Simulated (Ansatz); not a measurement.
Ru₃⁺. Total charge 1; doublet. Geometry relaxed at PBE-D4/def2-TZVP.

Cartesian coordinates in Å:
```
Ru 0.894 0.680 -0.317
Ru -0.913 0.657 0.969
Ru 0.018 -1.337 -0.652
```

In the def2 sets Ru takes a core potential; there is no spin–orbit coupling. The charge 1 doublet is spin-contaminated (final ⟨S²⟩ up to 3.23, 0.75 for a pure state). The structure comes from a short search, and lower isomers may exist.

Estimate the harmonic wavenumbers at UKS PBE-D4/def2-TZVP (Ansatz, unscaled). Is this a minimum?

110, 250, 313 cm⁻¹. Yes, no mode is imaginary beyond noise. Zero-point energy 4.0 kJ/mol. Hardware: 4 threads of Intel Xeon on a shared host. Wall time 43 s.
